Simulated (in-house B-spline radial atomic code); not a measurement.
Results of a calculation; reference values are marked as such.
Light and heavy implants in Si at 30 keV

The pair potential comes from two frozen, spherical free-atom densities (PBE, B-spline radial code, scalar-relativistic past argon): electrostatics plus the change in Thomas-Fermi kinetic and Dirac exchange energy where they overlap, the recipe behind the universal ZBL potential, which averages such potentials (from solid-state densities) over many pairs. It is written V = (Z1 Z2 e²/r) φ(r/a), with e² = 14.3996 eV·Å and a = 0.46850 Å/(Z1^0.23 + Z2^0.23); ZBL's fit is φ = 0.18175 e^(−3.1998x) + 0.50986 e^(−0.94229x) + 0.28022 e^(−0.4029x) + 0.02817 e^(−0.20162x). Where φ falls below 4e-4 it is continued as an exponential.

The target, Si, is taken as amorphous, density 2.329 g/cm³ (NSM archive of the Ioffe Institute); nuclear stopping from classical scattering on these potentials, electronic stopping by Lindhard and Scharff, compounds by atom fraction, projected range from N (S_n + S_e) dR_p/dE = 1 − N S_n (M2/M1) R_p/(2E), which runs up to 8 % short of the full integral equation; no channelling. Lindhard and Scharff's S_e can be off by tens of per cent.

| ion | mass (u) | N S_n (eV/nm) | N S_e (eV/nm) | S_n = S_e at (keV) | path (nm) | projected range (nm) |
| --- | --- | --- | --- | --- | --- | --- |
| B | 10.81 | 59.8 | 113 | 14 | 201 | 117 |
| C | 12.01 | 83.3 | 125 | 19 | 165 | 96.5 |
| Al | 26.98 | 374 | 148 | 99 | 66.8 | 43.7 |
| S | 32.06 | 505 | 156 | 140 | 54.3 | 36.7 |
| Ar | 39.95 | 625 | 150 | 210 | 47.4 | 33.5 |
| Zn | 65.38 | 1120 | 158 | 570 | 33.1 | 25.3 |
| Ga | 69.72 | 1160 | 156 | 630 | 32.4 | 25.1 |
| Sb | 121.76 | 1690 | 151 | 1800 | 25.8 | 21.7 |

Question: How do the nuclear share and the range change from the lightest ion to the heaviest?

Answer: The nuclear share goes from 35 % for B to 92 % for Sb, and the projected range from 117 to 21.7 nm, a factor of 5.4. S_e changes by a factor of 1.34, since the heavy ion is slower but has the larger Z1, while S_n grows 28-fold. The heavy ion also keeps its direction better: R_p is 0.84 of the path, against 0.58.

Question: With a displacement energy of 15 eV taken for illustration, how many displacements per nanometre does Ar start at entry, by the rule 0.8 E_damage/(2 E_d)?

Answer: Taking all nuclear loss as damage energy, an upper bound, 0.8 × 625/(2 × 15) = 16.7 per nm.
